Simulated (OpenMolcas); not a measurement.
# Ga2+: RASPT2 settings compared

```yaml
Program: OpenMolcas
Basis: ANO-R1 [5s4p3d1f]
Scalar_Hamiltonian: X2C, finite nucleus
Active_space: 1 electron in 9 orbitals (RAS2 4s 4p; RAS3 4d, at most 1 electron)
State_averaging: 2S+1 = 2 even, 1 root; 2S+1 = 2 odd, 3 roots
Spin-orbit_coupling: RASSI with atomic mean-field integrals over the reference wave functions, term energies averaged over their components
```

Methods on the same reference wave functions:
A. RASSCF
B. SS-RASPT2, IPEA 0.3 Eh, sigma2 regulariser 0.2 Eh (closed shells correlated: 3d)
C. SS-RASPT2, IPEA 0.6 Eh, no level shift (closed shells correlated: 3d)

Energies in cm⁻¹ above 4s ²S_1/2, the measured ground level; measured values from Shirai, Reader, Kramida and Sugar, J. Phys. Chem. Ref. Data 36, 509 (2007).

```csv
Level,A,B,C,Measured
4s ²S_1/2,0.0,0.0,0.0,0.0
4p ²P°_1/2,63546,64121,64131,65169
4p ²P°_3/2,65301,65875,65885,66888
```

Deviations, from unrounded energies. A percentage is the sum of absolute deviations over the sum of measured energies, with the sign that they share, or ± where signs differ.

```csv
Against measurement,Levels,A,B,C
mean absolute deviation (cm-1),2,1600,1000,1000
other configurations (%),2,-2.4,-1.6,-1.5
```

B, C lie about equally close to measurement and A furthest from it. The largest miss of C in the table is 4p ²P°_1/2, by -1000 cm-1. The ranking rests on the paired levels alone, and a cruder setting can come out closer through cancelling errors.

Between B and C the level of the table that moves most is 4p ²P°_1/2, by 9.8 cm-1 (lowest in B, highest in C).

The lowest spin-free term lies below A's lowest term by 0.367 hartree in B, 0.366 hartree in C.

With one active electron outside closed inactive shells, the extra shells (4d) add no correlation to the reference. With one active electron the reference holds no correlation, so core polarisation is missing (holds for A). With one active electron, CASPT2 adds the correlation within the correlated inactive shells and between them and that electron, and leaves the splitting within a term as the reference gives it (holds for B; C). Computed and measured levels are paired by configuration, term and J; levels that our copy of the source lacks, or whose pairing is in doubt (as where it misses far off the trend of its configuration), stay unpaired and out of the deviations. Levels of configurations outside the active space are missing.

° marks odd parity.
